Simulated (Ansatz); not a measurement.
Reaction (isomerisation): `CB(C)O[SiH3]` → `BCC(O)[SiH3]`

Gas-phase electronic energies from Ansatz, PBE0-D4/def2-TZVP geometries. CBS: MP2 limit from def2 TZ/QZ plus the TZ coupled-cluster correction, frozen cores. Functionals use def2-TZVPP. B3LYP here is the variant with VWN-RPA as its local correlation; programs differ in this. One conformer a species, not always the lowest.

(1) Is it downhill or uphill in electronic energy at CCSD(T)/CBS, and by how much? (Estimate.)

(2) What do these levels give: ωB97X-V, ωB97M-V, B3LYP, MP2/def2-TZVPP, CCSD/def2-TZVPP, SCS-MP2/def2-QZVPP? (An estimate is asked.)

Largest T1 diagnostic among the species: 0.011.

Answers

(1) Ansatz gave: Uphill: ΔE = +389.9 kJ/mol.

(2) The calculation gave: ωB97X-V 382.5, ωB97M-V 389.1, B3LYP 392.9, MP2/def2-TZVPP 397.4, CCSD/def2-TZVPP 391.5, SCS-MP2/def2-QZVPP 394.0 kJ/mol.

In def2-TZVPP, CCSD(T) changes the Hartree–Fock value by −14.3 kJ/mol (the triples alone add −2.4 kJ/mol) and MP2 by −6.0 kJ/mol. From PBE to PBE0 (25 % exact exchange), in def2-TZVPP and without D4, ΔE moves by +7.7 kJ/mol.
